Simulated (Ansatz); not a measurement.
`FBC[SiH3]` + `N[SiH3]` → `FBN[SiH3]` + `C[SiH3]` at 400 K and 1 bar (ligand exchange at a B–C bond).

Gas-phase electronic energies from Ansatz, PBE0-D4/def2-TZVP geometries. CBS: MP2 limit from def2 TZ/QZ plus the TZ coupled-cluster correction, frozen cores. This one scheme is used for every species. Each species was taken in one conformer, which may not be the lowest.

```
    species  CCSD(T)/CBS energy (Eh)  H − E (kJ/mol)  S (J/(mol·K))
`FBC[SiH3]`               -455.38583           206.0          354.6
  `N[SiH3]`               -346.80422           153.0          285.3
`FBN[SiH3]`               -471.49367           179.7          346.0
  `C[SiH3]`               -330.73916           180.9          277.1
```

H − E and S are ideal-gas, rigid-rotor, harmonic terms from PBE0-D4/def2-TZVP, for one conformer and one mirror image of each species. 1 Eh = 2625.50 kJ/mol, R = 8.31446 J/(mol·K).

**Question.** By hand: ΔE, ΔH, ΔS and ΔG.

**Answer.** ΔE = (-471.49367) + (-330.73916) − (-455.38583) − (-346.80422) = -0.04278 Eh = -112.3 kJ/mol. Δ(H − E) = 179.7 + 180.9 − 206.0 − 153.0 = 1.6, so ΔH = -110.7 kJ/mol. ΔS = 346.0 + 277.1 − 354.6 − 285.3 = -16.8 J/(mol·K). ΔG = -110.7 − 400 × (-16.8)/1000 = -104.0 kJ/mol.

**Question.** By hand: the equilibrium constant, and the temperature at which ΔG would vanish if ΔH and ΔS stayed fixed.

**Answer.** log₁₀ K = −ΔG/(RT ln 10) = 13.6. ΔG = 0 at ΔH/ΔS = 6589 K, far beyond where these terms or the molecules hold.

ΔH outweighs TΔS. A doubt of 5 kJ/mol in ΔE shifts log₁₀ K by 0.7 here. Other conformers and mirror images would add mixing entropy, several J/(mol·K) or more a flexible species. These are equilibria of isolated gas molecules and say nothing of rates. Largest T1 diagnostic: 0.012 (customary marks: 0.02 for closed shells, 0.045 for open ones).
